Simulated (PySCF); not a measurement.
Deuteron quadrupole couplings in `CC/C=C/[Si@H]([SiH3])P`

Compound: C4H13PSi2.
Cartesian coordinates in Å at the GFN2-xTB level; atoms count from 1:
```
atom  x, y, z in Å
C1    -3.101   -0.478   -0.874
C2    -2.427    0.572    0.009
C3    -0.944    0.569   -0.180
C4    -0.048    0.384    0.780
Si5    1.820    0.362    0.521
Si6    2.436    0.408   -1.724
P7     2.517   -1.443    1.683
H8    -4.179   -0.452   -0.740
H9    -2.878   -0.294   -1.923
H10   -2.744   -1.473   -0.616
H11   -2.669    0.386    1.058
H12   -2.816    1.560   -0.258
H13   -0.616    0.725   -1.202
H14   -0.407    0.222    1.791
H15    2.386    1.485    1.301
H16    1.909    1.591   -2.408
H17    3.891    0.430   -1.903
H18    1.951   -0.762   -2.465
H19    2.111   -2.367    0.738
H20    3.804   -1.414    1.180
```

Level: PBE0/pcSseg-1 (PySCF, non-relativistic); Q(2H) = 0.00286 b; rigid geometry, the same for H and D, with no vibrational averaging.

Question: Rank these positions by the coupling χzz of a deuteron there, largest first.
A. H19 (P–H hydrogen)
B. H18 (Si–H hydrogen)
C. H11 (methylene hydrogen)
D. H14 (vinylic hydrogen)
E. H9 (methyl hydrogen)
F. H15 (Si–H hydrogen)

Answer: D (217 kHz), E (211 kHz), C (203 kHz), A (145 kHz), B (109 kHz), F (103 kHz).

Q: Give the electric field gradient Vzz (the principal value of largest size), its asymmetry and the 2H coupling at each hydrogen.

A: 
| atom | bonded to | bond length (Å) | Vzz (au) | η | χzz (kHz) |
| --- | --- | --- | --- | --- | --- |
| H8 | C1 | 1.088 | 0.3158 | 0.02 | 212 |
| H9 | C1 | 1.088 | 0.3137 | 0.03 | 211 |
| H10 | C1 | 1.088 | 0.3131 | 0.02 | 210 |
| H11 | C2 | 1.092 | 0.3027 | 0.03 | 203 |
| H12 | C2 | 1.095 | 0.2997 | 0.01 | 201 |
| H13 | C3 | 1.085 | 0.3186 | 0.06 | 214 |
| H14 | C4 | 1.085 | 0.3230 | 0.05 | 217 |
| H15 | Si5 | 1.479 | 0.1533 | 0.01 | 103 |
| H16 | Si6 | 1.464 | 0.1648 | 0.01 | 111 |
| H17 | Si6 | 1.466 | 0.1632 | 0.00 | 110 |
| H18 | Si6 | 1.467 | 0.1627 | 0.01 | 109 |
| H19 | P7 | 1.383 | 0.2155 | 0.06 | 145 |
| H20 | P7 | 1.382 | 0.2165 | 0.06 | 145 |

Q: Average by the element that carries the hydrogen.

A: on C: 210 kHz over 7 positions, mean bond length 1.089 Å; on Si: 108 kHz over 4 positions, mean bond length 1.469 Å; on P: 145 kHz over 2 positions, mean bond length 1.383 Å.

The structure is a single GFN2-xTB conformer in the gas phase; no vibrational or solvent corrections. GFN2-xTB bond lengths can be off by several hundredths of an ångström, more for odd bonds, and the gradients follow them. With a basis this small, the couplings can be 20 % off.

These values come from a run that also computed NMR shieldings. The run took 33 s wall on an Arm Neoverse V1 with one thread, shared host, and the process peaked at 0.93 GiB of memory.
